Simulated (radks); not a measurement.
The mercury ion Hg28+, configuration [Kr] 4d10 4f6. All-electron calculation, scalar-relativistic Kohn-Sham, LDA (Slater exchange, VWN5 correlation), spin-polarised, spherical densities, finite nucleus; open shells are filled with parallel spins first (spin-orbit coupling, left out, can overturn this in heavy ions); Fermi nuclear charge, rms radius 5.4648 fm. Program: a radial shooting solver on a logarithmic mesh with Libxc functionals.

Unscreened Slater integrals over Kohn-Sham orbitals (hartree). They are taken over the spin-up orbitals.

| integral | value |
|---|---|
| F0(4f,4f) | 2.2549 |
| F2(4f,4f) | 1.1840 |
| F4(4f,4f) | 0.76990 |
| F6(4f,4f) | 0.56237 |
| F0(4f,4d) | 2.1927 |
| F2(4f,4d) | 1.0990 |
| F4(4f,4d) | 0.71527 |
| G1(4f,4d) | 1.1852 |
| G3(4f,4d) | 0.79839 |
| G5(4f,4d) | 0.58088 |
| F0(4f,4p) | 2.2172 |
| F2(4f,4p) | 1.1279 |
| G2(4f,4p) | 0.93567 |
| G4(4f,4p) | 0.67471 |
| F0(4f,4s) | 2.2761 |
| G3(4f,4s) | 0.82417 |
| F0(4d,4d) | 2.1665 |
| F2(4d,4d) | 1.1073 |
| F4(4d,4d) | 0.75018 |
| F0(4d,4p) | 2.1872 |
| F2(4d,4p) | 1.1256 |
| G1(4d,4p) | 1.4135 |
| G3(4d,4p) | 0.89861 |
| F0(4d,4s) | 2.2388 |
| G2(4d,4s) | 1.1204 |
| F0(4p,4p) | 2.2131 |
| F2(4p,4p) | 1.1573 |
| F0(4p,4s) | 2.2656 |
| G1(4p,4s) | 1.5319 |
| F0(4s,4s) | 2.3237 |

Derived for the open shells (J is the average intra-shell exchange parameter used in DFT+U). 4f: F4/F2 = 0.650, F6/F2 = 0.475, J = (286 F2 + 195 F4 + 250 F6)/6435 = 0.09780 hartree.
